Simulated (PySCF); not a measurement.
## Computed properties of CH4OSe, SMILES CO[SeH]

Se(H)(OMe) (CH₄OSe), SMILES CO[SeH]. Coordinates come from a PBE0-D3(BJ)/def2-TZVP optimisation. One conformer was computed; it need not be the lowest. All values are computed for the isolated molecule unless a solvent is named; none is compared with measurement here.

**Structure.** All 15 harmonic modes at PBE0-D3(BJ)/def2-TZVP (PySCF) are real, so it is a minimum. With heavy atoms numbered as in [SeH:1][O:3][CH3:4], the shortest bond between them is O3–C4 at 1.414 Å and the longest Se1–O3 at 1.793 Å.

**Vibrations.** The strongest infrared lines (harmonic, unscaled, degenerate partners summed) lie at 1080 cm⁻¹ (99 km/mol, O 50 %, C 43 %), 3017 cm⁻¹ (50 km/mol, H 98 %), 3087 cm⁻¹ (36 km/mol, H 90 %, C 10 %). The softest mode is at 180 cm⁻¹ and the zero-point energy is 31.0 kcal/mol.

**Electronic structure.** r2SCAN/def2-TZVPD (PySCF) places the frontier levels at -5.85 and -1.99 eV, a gap of 3.86 eV, and gives a dipole moment of 1.42 D and a mean polarisability of 48.7 bohr³.

**Excitations.** TDA-M06-2X/def2-SVPD (PySCF) has S1 at 3.86 eV (322 nm, f = 0.002, dark); the most intense of the 10 singlets computed lies at 7.24 eV (f = 0.11). T1 (TDA) is at 3.15 eV, 0.71 eV under S1. No vertical singlet excitation falls in the visible range (under 3.1 eV).

**NMR.** GIAO shifts at HF/pcSseg-1 (PySCF) (non-relativistic, atoms alike by connectivity averaged): ¹³C at 64.8 ppm against TMS; ¹H from 3.5 to 7.8 ppm against TMS.
